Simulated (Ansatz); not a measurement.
Sn₄Te₃⁻. The state is a doublet with charge -1. Geometry r2SCAN-D4/def2-SVP, that of the neutral singlet; atoms count from 1.

```xyz
7

Sn    0.747   -0.285    2.151
Sn   -1.746   -1.045   -0.885
Sn    2.150   -0.138   -0.789
Sn    0.199    2.276    0.209
Te   -0.076    0.916   -2.365
Te    0.643   -2.447    0.185
Te   -1.918    0.723    1.495
```

In the def2 sets Sn, Te take a core potential; there is no spin–orbit coupling. The highest occupied level of the charge -1 doublet lies above zero (up to 0.14 eV). By energy differences its removal costs 1.15 eV (vertical, to the charge 0 singlet, at PBE0-D4/def2-SVP); self-interaction error and the lack of diffuse functions both raise the level. The structure comes from a short search, and lower isomers may exist.

Estimate the Mulliken populations from the PBE0/def2-SVP orbitals of Ansatz.


```json
{"atom": "Sn1", "charge (e)": "0.00", "spin (α − β)": "0.28"}
{"atom": "Sn2", "charge (e)": "0.16", "spin (α − β)": "0.37"}
{"atom": "Sn3", "charge (e)": "0.05", "spin (α − β)": "0.16"}
{"atom": "Sn4", "charge (e)": "0.05", "spin (α − β)": "0.16"}
{"atom": "Te5", "charge (e)": "-0.44", "spin (α − β)": "0.02"}
{"atom": "Te6", "charge (e)": "-0.41", "spin (α − β)": "0.01"}
{"atom": "Te7", "charge (e)": "-0.41", "spin (α − β)": "0.01"}
```
Mulliken values and Mayer orders depend strongly on the basis.

Where does the spin sit?

Summed by element: Sn 0.95, Te 0.05, of 1 unpaired in all. Largest on single atoms: Sn2 0.37, Sn1 0.28, Sn3 0.16.

And the Mayer bond orders between bonded heavy atoms (over 0.3)?

Sn1–Sn3 0.54 (3.26 Å); Sn1–Sn4 0.54 (3.26 Å); Sn1–Te6 0.69 (2.92 Å); Sn1–Te7 0.69 (2.92 Å); Sn2–Te5 0.79 (2.97 Å); Sn2–Te6 0.68 (2.97 Å); Sn2–Te7 0.68 (2.97 Å); Sn3–Sn4 0.45 (3.26 Å); Sn3–Te5 0.69 (2.92 Å); Sn3–Te6 0.78 (2.92 Å); Sn4–Te5 0.69 (2.92 Å); Sn4–Te7 0.78 (2.92 Å).
